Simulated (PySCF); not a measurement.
# Rotational lines of InBr

Lines J+1 ← J of the vibrational ground state, computed from RHF-CCSD(T) constants of InBr, ¹Σ⁺ (singlet), closed shell (In x2c-TZVPPall, Br x2c-TZVPPall; spin-free X2C with a Gaussian nucleus (PySCF 2.14); masses 114.9039 and 78.9183 u), in MHz:

```json
{"J": "2", "ν (MHz)": "9907.8"}
{"J": "3", "ν (MHz)": "13210.3"}
{"J": "4", "ν (MHz)": "16512.8"}
{"J": "5", "ν (MHz)": "19815.3"}
{"J": "6", "ν (MHz)": "23117.7"}
```

Task: Find B0 and the effective bond length r0; with αe = 0.000185 cm⁻¹, find Re.

Result: ν = 2B0(J+1) − 4D(J+1)³ gives B0 = 0.055081 cm⁻¹. With the reduced mass μred = 46.785 u, r0 = √(16.8576/(μred·B0)) (u, cm⁻¹, Å) = 2.5577 Å. Be = B0 + αe/2 = 0.055174 cm⁻¹ gives Re = 2.556 Å.

Correlated steps freeze 27 core orbitals. These are scalar-relativistic numbers at best; spin–orbit coupling would shift them, the dissociation energy most. Where the molecule has an RHF reference, its open-shell atoms are computed with UHF.
